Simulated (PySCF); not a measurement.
## Potential energy of CsCd⁺ along the bond

Set-up: Cs def2-SVP with ECP46, Cd def2-SVP with ECP28; scalar-relativistic core potentials (PySCF 2.14). Energies in eV from Cs⁺ + Cd in their ground configurations at the same level. State: ¹Σ⁺ (singlet), closed shell.

```
R (Å)     PBE0
3.529  -0.0626
3.694  -0.1202
3.858  -0.1494
3.981  -0.1588
4.104  -0.1610
4.227  -0.1582
4.391  -0.1495
4.596  -0.1346
4.843  -0.1151
5.171  -0.0910
```

Task: Put a parabola through the three lowest points of the PBE0 curve and estimate Re, k and ωe (reduced mass 61.34 u; 1 eV/Å² = 0.16022 mdyn/Å; ωe = 1302.8·√(k/μ) cm⁻¹).

Result: Through R = 3.981, 4.104, 4.227 Å the second-order coefficient is 0.165 eV/Å², so Re ≈ 4.097 Å, k ≈ 0.0530 mdyn/Å and ωe ≈ 38 cm⁻¹. A polynomial fit of higher order to the unrounded PBE0 energies gives Re = 4.088 Å, k = 0.0551 mdyn/Å, ωe = 39.1 cm⁻¹; anharmonicity and rounding make the difference.

The higher-order fit for each curve: PBE0: Re = 4.088 Å, ωe = 39.1 cm⁻¹, De = 0.161 eV.

Closed-shell solutions of metal pairs were not tested for spin polarisation, which can lower them a little. The bond is weak. Basis-set superposition, not corrected here, can be much of De in a small basis, most of all at correlated wavefunction levels. Spin–orbit coupling is left out. For an ion De counts to the pair picked by the measured ionisation energies or electron affinities, which need not be the lowest pair at this level.
